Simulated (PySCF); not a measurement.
A side-by-side comparison of computed properties.

First species: C7H16N2.
SMILES with atom numbers: `[CH3:1][CH2:2][CH2:3][N:4]1[CH2:5][CH2:6][CH2:7][N:8]1[CH3:9]` (hydrogens: H10, H11, H12 on C1; H13, H14 on C2; H15, H16 on C3; H17, H18 on C5; H19, H20 on C6; H21, H22 on C7; H23, H24, H25 on C9)

Second species: C₈H₇ClFN.
SMILES: `N#CC1=CC[C@H](CCl)C(F)=C1`

Levels: PBE0/pcSseg-1 for HOMO energy, LUMO energy and HOMO–LUMO gap. Geometries: GFN2-xTB. All species are isolated and taken at one optimised geometry, non-relativistic unless stated. Electronic properties by PySCF.

Dipoles, sizes and rotational constants follow the conformer. The torsions of the flexible species, by atom-mapped SMILES:
- `[N:1]#[C:2][C:3]1=[CH:4][CH2:5][C@H:6]([CH2:7][Cl:8])[C:9]([F:10])=[CH:11]1`: C5–C6–C7–Cl8 -59°

The conformers of `CCCN1CCCN1C` aren't listed.

Values for the first species:

* HOMO energy: -6.08 eV
* LUMO energy: 1.23 eV
* HOMO–LUMO gap: 7.31 eV

(1) Estimate the same properties for the second species, and the change in each.

Answers

(1) 
| property | first | second | second less first |
| --- | --- | --- | --- |
| HOMO energy | -6.08 eV | -6.90 eV | -0.82 eV |
| LUMO energy | 1.23 eV | -1.90 eV | -3.13 eV |
| HOMO–LUMO gap | 7.31 eV | 5.00 eV | -2.31 eV |

